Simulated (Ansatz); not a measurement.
A ladder of methods for SiNH4O2 (SMILES N[Si](O)O)

SiNH4O2: 8 atoms, total charge 0, spin state doublet. SMILES: `N[Si](O)O`. The shape was relaxed beforehand at PBE0/def2-SVP. This is one conformer, not always the lowest.

```xyz
8

N    -0.5021    1.2769    0.1282
Si    0.0960   -0.2439   -0.3827
O     1.6593   -0.2895    0.2096
O    -0.9674   -1.3479    0.2862
H     0.0707    2.1094    0.0659
H    -1.4941    1.4787    0.1116
H     2.2554   -0.8592   -0.2853
H    -1.0257   -2.1818   -0.1892
```

Quantity: the adiabatic electron affinity (to the singlet anion, shapes relaxed at PBE0/def2-SVP, no zero-point term), in eV. The values are calculated.

The electron affinity is E(neutral) − E(anion): positive where the electron is bound.

```
            level                   kind  program  value (eV)  less CCSD(T)/def2-SVP  CPU time (all runs)
     UHF/def2-SVP           Hartree–Fock   Ansatz       -0.63                  -0.87                1.7 s
  USVWN5/def2-SVP                    LDA   Ansatz        0.43                  +0.19                2.2 s
   UBLYP/def2-SVP                    GGA   Ansatz        0.30                  +0.06                4.3 s
U-r2SCAN/def2-SVP               meta-GGA   Ansatz        0.28                  +0.04                9.5 s
  UB3LYP/def2-SVP          global hybrid   Ansatz        0.44                  +0.20                5.5 s
UPBE0-D4/def2-SVP          global hybrid   Ansatz        0.39                  +0.15                5.4 s
 RPA@PBE/def2-SVP                    RPA   Ansatz        0.46                  +0.22                8.4 s
UCCSD(T)/def2-SVP  coupled cluster or CI   Ansatz        0.24                   0.00                 22 s
```

Differences are taken from UCCSD(T)/def2-SVP for orientation; it has basis-set and higher-order errors of its own. The values span -0.63 to 0.46 eV. CPU times are rough (shared hosts, several kinds of processor and program).
